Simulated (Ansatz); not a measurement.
Start from `[CH3][Sb]([CH3])[SiH3]` and change one atom or group to get `[BH2][Sb]([CH3])[CH3]`.

Ansatz, PBE0-D4/def2-TZVP geometries, multiplicity 1. 

Elements past krypton have def2 core potentials.

```csv
property,`[CH3][Sb]([CH3])[SiH3]`
LUMO energy (PBE/def2-TZVPP) / eV,-0.98
HOMO–LUMO gap (PBE/def2-TZVPP) / eV,4.64
HOMO energy (PBE0/def2-TZVPP) / eV,-6.56
size of the dipole moment (B3LYP/def2-TZVPP) / D,0.90
size of the dipole moment (PBE/def2-TZVPP) / D,0.98
LUMO energy (PBE0/def2-TZVPP) / eV,-0.25
```

Question: What does the change do to each property? (An estimate is asked.)

Answer: Computed: 
```tsv
property	`[BH2][Sb]([CH3])[CH3]`	shift
LUMO energy (PBE/def2-TZVPP) / eV	-2.94	-1.96
HOMO–LUMO gap (PBE/def2-TZVPP) / eV	2.48	-2.16
HOMO energy (PBE0/def2-TZVPP) / eV	-6.33	0.23
size of the dipole moment (B3LYP/def2-TZVPP) / D	0.98	0.08
size of the dipole moment (PBE/def2-TZVPP) / D	1.17	0.19
LUMO energy (PBE0/def2-TZVPP) / eV	-2.06	-1.81
```

With PBE0 the HOMO rises by 0.23 eV and the LUMO falls by 1.81 eV, so the gap narrows by about 2.04 eV. PBE moves the HOMO by 0.21 eV and ωB97M-V by 0.21 eV. Dipoles are sizes alone; their direction can turn.

B3LYP here is the variant with VWN-RPA as its local correlation; programs differ in this.

Spin–orbit coupling is left out; it splits and shifts lone-pair levels of the heavy atoms by tenths of an eV.
